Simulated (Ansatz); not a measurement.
Species: CH6Si3, SMILES `C=[Si]1[SiH2][SiH2]1` (charge 0, multiplicity 1).

Task: Give a relaxed geometry from PBE0-D3(BJ)/def2-TZVP run with Ansatz (a first-principles code).

Result: the end point of this relaxation (outside a Z-matrix the atoms follow the SMILES, hydrogens last).
Z-matrix (Å, degrees):
```
Si
C 1 1.7111
H 2 1.0842 1 121.84
H 2 1.0842 3 116.31 1 179.90
Si 1 2.2969 2 148.86 3 -0.71
H 5 1.4863 1 120.27 2 -72.41
H 5 1.4863 6 111.57 1 -149.12
Si 1 2.2970 2 148.89 3 -179.46
H 8 1.4863 1 120.30 2 72.40
H 8 1.4863 9 111.56 1 149.10
```
